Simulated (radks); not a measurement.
Fractional charge and spin in the 5p shell of gold: the spin-up occupation runs from 2 to 3 and the spin-down occupation from 2 to 3; the fullest corner is Au3+, [Kr] 4d10 4f14 5s2 5d(up 4, down 4) 5p(up 3, down 3). Calculated with a radial shooting solver on a logarithmic mesh with Libxc functionals: scalar-relativistic Kohn-Sham, LDA (Slater exchange, Perdew-Wang correlation), spin-polarised, spherical densities, point nucleus. Energy (eV) above the fullest corner. The planes named below are the two flat planes that join the four corners, with an edge along up + down = one added electron.

down \ up,2,2.25,2.5,2.75,3
2,226.699,194.408,163.243,133.192,104.240
2.25,194.408,163.299,133.302,104.404,76.592
2.5,163.243,133.302,104.459,76.700,50.013
2.75,133.192,104.404,76.700,50.067,24.488
3,104.240,76.592,50.013,24.488,0.000

Corners above the fullest one (they belong to Au4+ and the next ion): (up 3, down 2) 104.24 eV, (up 2, down 3) 104.24 eV, (up 2, down 2) 226.70 eV. With half an added electron in each spin the energy lies 0.218 eV from the planes, and with half an added electron in spin up alone -2.227 eV. The planes are only a guide here: the flat-plane condition holds for ground states with one frontier orbital, while this shell lies below other occupied shells, so the corners above the fullest one are inner-hole states and not the ground states of those ions.
